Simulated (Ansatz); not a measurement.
CClF (SMILES F[C]Cl): geometry of the low-spin state from B3LYP-D3(BJ)/def2-TZVP.
(charge 0, multiplicity 1):
```xyz
3

F     -1.47907    -0.22806     0.00000
C     -0.56832     0.69606     0.00000
Cl     0.98362    -0.12493     0.00000
```
The high-spin state stands at its own minimum; R- takes a restricted low-spin state.

Run with Ansatz (Gaussian orbitals). 

The gap E(multiplicity 1) − E(multiplicity 3) (kcal/mol) and the share of exact exchange:

| functional | exact exchange (%) | value |
|---|---|---|
| R-PBE/def2-TZVPP | 0 | -32.65 |
| R-PBE0/def2-TZVPP | 25 | -28.44 |
| R-B3LYP/def2-TZVPP | 20 | -32.44 |
| R-BHLYP/def2-TZVPP | 50 | -28.29 |
| R-r2SCAN/def2-TZVPP | 0 | -26.17 |

Question: Take the value as linear in the share of exact exchange along PBE and PBE0. Give the slope, say whether the sign turns, and set the other functionals against that line.

Answer: 
Slope: (-28.44 − (-32.65))/2.5 = 1.68 kcal/mol for each 10 %. The line keeps its sign from 0 to 100 %. At 50 % it gives -24.2 kcal/mol. From B3LYP to BHLYP the slope is (-28.29 − (-32.44))/3 = 1.38 for each 10 %. BHLYP, at 50 %, lies -4.0 from the PBE line. B3LYP, at 20 %, lies -3.2 from the PBE line. r2SCAN, with none, stands 6.5 from PBE.

Ansatz is a quantum-chemistry and plane-wave program.
